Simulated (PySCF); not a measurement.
methane (CH$_{4}$), singlet, geometry from GFN2-xTB, with bond 5-1 at 1.4 times its length; CASSCF(2,3)/6-31G* (PySCF).

Input for PySCF:
```python
from pyscf import gto, scf, mcscf
import numpy

mol = gto.Mole()
mol.atom = '''
    C     0.00000000    0.00000000    0.00000000
    H     0.63659729    0.62709564    0.61038865
    H    -0.62802620   -0.60691709    0.63899460
    H     0.61285682   -0.64240181   -0.61871302
    H    -0.86999907    0.87111255   -0.88293832
'''
mol.basis = '6-31g*'
mol.verbose = 4
mol.build()

mf = scf.RHF(mol)
mf.kernel()
mc = mcscf.CASSCF(mf, 3, 2)
mc.fix_spin_(ss=0.0)
mc.conv_tol = 1e-5
mc.kernel()
occ = numpy.linalg.eigvalsh(mc.fcisolver.make_rdm1(mc.ci, mc.ncas, mc.nelecas))[::-1]
ss = mc.fcisolver.spin_square(mc.ci, mc.ncas, mc.nelecas)[0]
print('natural occupations', occ.round(4), ' <S^2>', round(ss, 4))
```

Q: What does PySCF print? Leave out banner, timings and long lists.

A: 
```
PySCF version 2.14.0

[INPUT] verbose = 4
[INPUT] num. atoms = 5
[INPUT] num. electrons = 10
[INPUT] charge = 0
[INPUT] spin (= nelec alpha-beta = 2S) = 0
[INPUT] symmetry False subgroup None
[INPUT] Mole.unit = angstrom
[INPUT] Symbol           X                Y                Z      unit          X                Y                Z       unit  Magmom
[INPUT]  1 C      0.000000000000   0.000000000000   0.000000000000 AA    0.000000000000   0.000000000000   0.000000000000 Bohr   0.0
[INPUT]  2 H      0.636597290000   0.627095640000   0.610388650000 AA    1.202994529740   1.185039013509   1.153467378043 Bohr   0.0
[INPUT]  3 H     -0.628026200000  -0.606917090000   0.638994600000 AA   -1.186797517051  -1.146907080418   1.207524789076 Bohr   0.0
[INPUT]  4 H      0.612856820000  -0.642401810000  -0.618713020000 AA    1.158131543372  -1.213963482825  -1.169198157503 Bohr   0.0
[INPUT]  5 H     -0.869999070000   0.871112550000  -0.882938320000 AA   -1.644059970926   1.646164143171  -1.668511609684 Bohr   0.0

nuclear repulsion = 12.5395190167856
number of shells = 14
number of NR pGTOs = 43
number of NR cGTOs = 22
basis = 6-31g*
ecp = {}

******** <class 'pyscf.scf.hf.RHF'> ********
method = RHF
initial guess = minao
damping factor = 0
level_shift factor = 0
DIIS = <class 'pyscf.scf.diis.CDIIS'>
diis_start_cycle = 1
diis_space = 8
diis_damp = 0
SCF conv_tol = 1e-09
SCF conv_tol_grad = None
SCF max_cycles = 50
direct_scf = True
direct_scf_tol = 1e-13
Set gradient conv threshold to 3.16228e-05
Initial guess from minao.
init E= -39.7856991216998
  HOMO = -0.365167697150247  LUMO = 0.0876943110034536  gap/eV = 12.32300
cycle= 1 E= -40.1236654477933  delta_E= -0.338  |g|= 0.154  |ddm|= 1.45
  HOMO = -0.461905972120539  LUMO = 0.174916378620127  gap/eV = 17.32882
cycle= 2 E= -40.1320910522734  delta_E= -0.00843  |g|= 0.0402  |ddm|= 0.127
  HOMO = -0.450714039223456  LUMO = 0.18905726174877  gap/eV = 17.40906
cycle= 3 E= -40.1327644822651  delta_E= -0.000673  |g|= 0.0133  |ddm|= 0.0434
  HOMO = -0.453208343466069  LUMO = 0.187651546953392  gap/eV = 17.43869
cycle= 4 E= -40.1328160819828  delta_E= -5.16e-05  |g|= 0.00194  |ddm|= 0.0101
  HOMO = -0.452805907608617  LUMO = 0.188024346347698  gap/eV = 17.43788
cycle= 5 E= -40.132818898414  delta_E= -2.82e-06  |g|= 0.000244  |ddm|= 0.00439
  HOMO = -0.452757038487495  LUMO = 0.188043733827649  gap/eV = 17.43708
cycle= 6 E= -40.1328189416304  delta_E= -4.32e-08  |g|= 3.34e-05  |ddm|= 0.000597
  HOMO = -0.452737138229507  LUMO = 0.188054125253518  gap/eV = 17.43682
cycle= 7 E= -40.1328189422682  delta_E= -6.38e-10  |g|= 2.63e-06  |ddm|= 8.33e-05
  HOMO = -0.45273697822375  LUMO = 0.188054036494105  gap/eV = 17.43681
Extra cycle  E= -40.1328189422714  delta_E= -3.22e-12  |g|= 7.92e-07  |ddm|= 3e-06
converged SCF energy = -40.1328189422714

******** <class 'pyscf.mcscf.mc1step.CASSCF'> ********
CAS (1e+1e, 3o), ncore = 4, nvir = 15
max_cycle_macro = 50
max_cycle_micro = 4
conv_tol = 1e-05
conv_tol_grad = None
orbital rotation max_stepsize = 0.02
orbital rotation threshold for CI restart = 0.01
augmented hessian ah_max_cycle = 30
augmented hessian ah_conv_tol = 1e-12
augmented hessian ah_linear dependence = 1e-14
augmented hessian ah_level shift = 1e-08
augmented hessian ah_start_tol = 2.5
augmented hessian ah_start_cycle = 3
augmented hessian ah_grad_trust_region = 3
kf_trust_region = 3
kf_interval = 4
ci_response_space = 4
ci_grad_trust_region = 3
with_dep4 0
natorb = False
canonicalization = True
sorting_mo_energy = False
ao2mo_level = 2
internal_rotation = False
******** <class 'pyscf.fci.addons.SpinPenaltyFCISolver'> ********
max. cycles = 50
conv_tol = 1e-08
davidson only = True
linear dependence = 1e-12
level shift = 0.001
max iter space = 12
nroots = 1
pspace_size = 400
spin = None
CASCI E = -40.1483021044326  S^2 = 0.0000000
Set conv_tol_grad to 0.00316228
macro iter   1 ( 21 JK    4 micro), CASSCF E = -40.1620172426001  dE = -1.37151382e-02  S^2 = 0.0000000
               |grad[o]|=0.0308  |grad[c]|=0.0211  |ddm|=0.0381  |maxRot[o]|=0.302
macro iter   2 ( 21 JK    4 micro), CASSCF E = -40.1625365898449  dE = -5.19347245e-04  S^2 = 0.0000000
               |grad[o]|=0.0134  |grad[c]|=0.00269  |ddm|=0.00596  |maxRot[o]|=0.244
macro iter   3 ( 21 JK    4 micro), CASSCF E = -40.1630916780798  dE = -5.55088235e-04  S^2 = 0.0000000
               |grad[o]|=0.00547  |grad[c]|=0.00454  |ddm|=0.0017  |maxRot[o]|=0.311
macro iter   4 ( 21 JK    4 micro), CASSCF E = -40.1639965850177  dE = -9.04906938e-04  S^2 = 0.0000000
               |grad[o]|=0.00501  |grad[c]|=0.00451  |ddm|=0.000969  |maxRot[o]|=0.312
macro iter   5 ( 21 JK    4 micro), CASSCF E = -40.1646268740953  dE = -6.30289078e-04  S^2 = 0.0000000
               |grad[o]|=0.00367  |grad[c]|=0.00206  |ddm|=0.0019  |maxRot[o]|=0.312
macro iter   6 (  5 JK    1 micro), CASSCF E = -40.1646587373257  dE = -3.18632304e-05  S^2 = 0.0000000
               |grad[o]|=0.00099  |grad[c]|=0.000914  |ddm|=0.000717  |maxRot[o]|=0.0599
macro iter   7 (  3 JK    1 micro), CASSCF E = -40.1646608723111  dE = -2.13498535e-06  S^2 = 0.0000000
               |grad[o]|=0.000348  |grad[c]|=0.000318  |ddm|=0.000267  |maxRot[o]|=0.018
macro iter   8 (  1 JK    1 micro), CASSCF E = -40.1646608724598  dE = -1.48702384e-10  S^2 = 0.0000000
               |grad[o]|=7.84e-05  |grad[c]|=1.59e-05  |ddm|=1.19e-05  |maxRot[o]|=    0
1-step CASSCF converged in   8 macro (114 JK  23 micro) steps
CASSCF canonicalization
Density matrix diagonal elements [1.93549266 0.05879874 0.00570859]
CASSCF energy = -40.1646608724598
CASCI E = -40.1646608724598  E(CI) = -1.52050094046693  S^2 = 0.0000000
natural occupations [1.9355e+00 6.2600e-02 1.9000e-03]  <S^2> 0.0
```
